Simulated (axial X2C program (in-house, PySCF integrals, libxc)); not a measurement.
## Curves of BrZrBr⁺ from open-shell CI on d1 s0 p(π)0

Calculated with an in-house all-electron X2C program for linear molecules (integrals from PySCF): two-component X2C with atomic mean-field Coulomb and Gaunt terms, basis Br dyall-v3z, Zr dyall-v3z (cores contracted in-house). Orbitals come from Hartree–Fock averaged over the configuration Zr d1 s0 p(π)0; CI then distributes these electrons over the d, s, p(π) shells of Zr.

Scan along the symmetric stretch (R is each bond); masses Br 78.918 u, Zr 89.905 u, Br 78.918 u. Energies in cm⁻¹ from the lowest point; levels are followed by energy order within each Ω. Lowest level at 2.499 Å: 100% d1.

```json
{"R (Å)": "2.324", "(1)Ω=3/2": "4511", "(1)Ω=5/2": "5132", "(1)Ω=1/2": "9811", "(2)Ω=1/2": "18006", "(2)Ω=3/2": "19042"}
{"R (Å)": "2.412", "(1)Ω=3/2": "852", "(1)Ω=5/2": "1494", "(1)Ω=1/2": "7145", "(2)Ω=1/2": "13249", "(2)Ω=3/2": "14245"}
{"R (Å)": "2.499", "(1)Ω=3/2": "0", "(1)Ω=5/2": "661", "(1)Ω=1/2": "7074", "(2)Ω=1/2": "11461", "(2)Ω=3/2": "12410"}
{"R (Å)": "2.599", "(1)Ω=3/2": "1473", "(1)Ω=5/2": "2155", "(1)Ω=1/2": "9209", "(2)Ω=1/2": "12013", "(2)Ω=3/2": "12900"}
{"R (Å)": "2.699", "(1)Ω=3/2": "4784", "(1)Ω=5/2": "5484", "(1)Ω=1/2": "12941", "(2)Ω=1/2": "14553", "(2)Ω=3/2": "15357"}
{"R (Å)": "2.811", "(1)Ω=3/2": "9935", "(1)Ω=5/2": "10654", "(1)Ω=1/2": "18252", "(2)Ω=1/2": "19058", "(2)Ω=3/2": "19679"}
{"R (Å)": "2.949", "(1)Ω=3/2": "17532", "(1)Ω=5/2": "18271", "(1)Ω=1/2": "25450", "(2)Ω=1/2": "26360", "(2)Ω=3/2": "26407"}
```

Task: Fit the curves (1)Ω=3/2, (1)Ω=5/2, (1)Ω=1/2, (2)Ω=1/2, (2)Ω=3/2 near their minima.

Result: From the open-shell CI curves, Te from the lowest:

```
   level  Te (cm⁻¹)  Re (Å)  ωe (cm⁻¹)
(1)Ω=3/2          0   2.488      242.4
(1)Ω=5/2        659   2.487      242.7
(1)Ω=1/2       6859   2.457      244.8
(2)Ω=1/2      11388   2.525      233.8
(2)Ω=3/2      12321   2.527      232.5
```

Without dynamic correlation distances can be off by several hundredths of an Å (long for ionic bonds, short for multiple bonds) and the wavenumbers are rough.

Dynamic correlation is missing, so gaps between terms are too wide and other configurations may lie lower; the lowest level listed is that of this model, not necessarily the ground state. For d shells the ligand-field splittings (σ, π, δ) and their order can be off by a thousand cm⁻¹ or more. At most 6 roots were kept for each Ω > 0 (twice that for Ω = 0) within 3.2 eV of the lowest, so higher up levels can be missing between those listed; levels with Ω > 0 are doubly degenerate and listed once, Ω = 0 levels singly. Some active spinors are only partly of the character that their shell is named for, so the shell names and counts are nominal. States that fill the shells left empty in the average are placed too high. The molecule was held linear; bending was not examined.
